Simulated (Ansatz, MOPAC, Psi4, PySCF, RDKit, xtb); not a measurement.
Complex: CH4O (SMILES CO) (first 6 atoms) with C2H6O (SMILES COC); geometry from B3LYP-D3(BJ)/def2-TZVP, rigid monomers moved along the line of their centres of mass till H6···O8 is 2.13 Å.
(charge 0, multiplicity 1):
```json
[
 {"atom": "C", "x (Å)": "0.1363", "y (Å)": "-0.0718", "z (Å)": "-0.2436"},
 {"atom": "O", "x (Å)": "0.3762", "y (Å)": "0.9196", "z (Å)": "0.7360"},
 {"atom": "H", "x (Å)": "0.7891", "y (Å)": "-0.9452", "z (Å)": "-0.1216"},
 {"atom": "H", "x (Å)": "0.3425", "y (Å)": "0.3716", "z (Å)": "-1.2182"},
 {"atom": "H", "x (Å)": "-0.9047", "y (Å)": "-0.4182", "z (Å)": "-0.2399"},
 {"atom": "H", "x (Å)": "0.2018", "y (Å)": "0.5354", "z (Å)": "1.6109"},
 {"atom": "C", "x (Å)": "-1.0984", "y (Å)": "0.4995", "z (Å)": "4.3047"},
 {"atom": "O", "x (Å)": "-0.0688", "y (Å)": "-0.1725", "z (Å)": "3.6012"},
 {"atom": "C", "x (Å)": "1.1602", "y (Å)": "-0.1910", "z (Å)": "4.3058"},
 {"atom": "H", "x (Å)": "-0.8265", "y (Å)": "1.5428", "z (Å)": "4.5018"},
 {"atom": "H", "x (Å)": "-1.3096", "y (Å)": "0.0007", "z (Å)": "5.2573"},
 {"atom": "H", "x (Å)": "-1.9883", "y (Å)": "0.4731", "z (Å)": "3.6790"},
 {"atom": "H", "x (Å)": "1.5171", "y (Å)": "0.8260", "z (Å)": "4.5041"},
 {"atom": "H", "x (Å)": "1.8841", "y (Å)": "-0.7085", "z (Å)": "3.6795"},
 {"atom": "H", "x (Å)": "1.0559", "y (Å)": "-0.7241", "z (Å)": "5.2575"}
]
```

```tsv
level	interaction energy (kcal/mol)	cost
MMFF94	-4.70	-
UFF	4.25	-
GFN-FF	-5.89	-
AM1	-2.44	-
PM3	-1.07	-
PM6	-3.47	-
PM7	-4.83	-
GFN1-xTB	-4.35	-
GFN2-xTB	-4.54	-
HF/3-21G (no counterpoise)	-8.73	-
HF/6-31G*	-4.29	-
HF/6-31G* (no counterpoise)	-5.34	-
HF/aug-cc-pVDZ	-3.81	-
PBE/def2-TZVPPD	-4.67	×1
PBE-D3(BJ)/def2-TZVPPD	-5.60	×1
PBE-D4/def2-TZVPPD	-5.62	×1
BP86/6-31G* (no counterpoise)	-5.62	-
r2SCAN/def2-TZVPPD	-5.03	×2
r2SCAN-D3(BJ)/def2-TZVPPD	-5.48	×2
r2SCAN-D4/def2-TZVPPD	-5.45	×2
B3LYP/3-21G (no counterpoise)	-9.89	-
B3LYP/6-31G*	-4.64	-
B3LYP/6-31G* (no counterpoise)	-6.25	-
B3LYP/6-311+G** (no counterpoise)	-5.19	-
B3LYP/def2-TZVPPD	-4.27	×1
B3LYP-D3(BJ)/def2-TZVPPD	-5.62	×1
B3LYP-D4/def2-TZVPPD	-5.60	×1
PBE0/def2-TZVPPD	-4.67	×1
PBE0-D3(BJ)/def2-TZVPPD	-5.56	×1
PBE0-D4/def2-TZVPPD	-5.56	×1
M06-2X/6-31G* (no counterpoise)	-6.62	-
wB97X-V/def2-TZVPPD	-5.42	×3
wB97M-V/def2-TZVPPD	-5.38	×3
MP2/6-31G*	-5.04	-
MP2/6-31G* (no counterpoise)	-7.14	-
MP2/aug-cc-pVDZ	-5.18	-
SCS-MP2/aug-cc-pVDZ	-4.70	-
CCSD/aug-cc-pVDZ	-4.88	-
CCSD(T)/aug-cc-pVDZ	-5.13	×50
SAPT0/jun-cc-pV(D+d)Z	-5.69	-
```

The rows run from -9.89 (B3LYP/3-21G (no counterpoise)) to 4.25 kcal/mol (UFF). In aug-cc-pVDZ the value moves HF -3.81, MP2 -5.18, CCSD -4.88, CCSD(T) -5.13, a shift of -1.32 from HF to CCSD(T). The dispersion term adds -0.93 in PBE-D3(BJ), -0.95 in PBE-D4, -0.45 in r2SCAN-D3(BJ). The 6 functionals in def2-TZVPPD without D3 or D4 span 1.16, from wB97X-V to B3LYP.

Monomers are frozen at their geometry in the pair; levels with a basis set take the counterpoise correction. Rows marked so take none. RDKit's UFF carries no charges.

Cores are frozen in the correlated methods. Rows in 3-21G, 6-311+G**, 6-31G* carry no dispersion term and start afresh at each structure (6-31G* with six Cartesian d functions). MP2/6-31G* freezes PySCF's default core. The state that AM1, PM3, PM6, PM7 reach isn't checked; PM7 holds dispersion and hydrogen-bond terms.

Run with Ansatz (a first-principles code) with Gaussian orbitals; MOPAC for AM1, PM3, PM6, PM7 (differences of heats of formation); Psi4 for SAPT; PySCF for 3-21G rows, 6-311+G** rows, 6-31G* rows, the dispersion terms; RDKit for the force fields; xtb for the GFN methods. Each number belongs to the level named beside it.

Costs are rough ratios of core time to PBE/def2-TZVPPD (about 9 s over the structures, on one shared machine); a dash marks a level with no comparable run of its own.
